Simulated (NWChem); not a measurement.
Species: BeGeNH5; SMILES [GeH3][Be][NH2]

```xyz
8

Be     0.0047    -1.2945    -0.0063
N     -0.0003    -2.7933     0.0019
H      0.8258    -3.3805     0.0058
H     -0.8297    -3.3756     0.0072
Ge     0.0054     0.9091    -0.0093
H     -1.3468     1.5218     0.4552
H      1.0701     1.5331     0.9366
H      0.2779     1.5460    -1.4006
```
Atoms are numbered in this order, from 1.

Program: NWChem. The geometry was optimised at B3LYP/6-31G* (spherical d). Level: PBE0/def2-SVPD; the question gives the wavelength of the field.

Q: Estimate the computed values for field 589 nm. Quantities: isotropic polarisability (bohr³); anisotropy (bohr³).

A: 
```json
{
 "isotropic polarisability (bohr³)": "65.7",
 "anisotropy (bohr³)": "22.2"
}
```
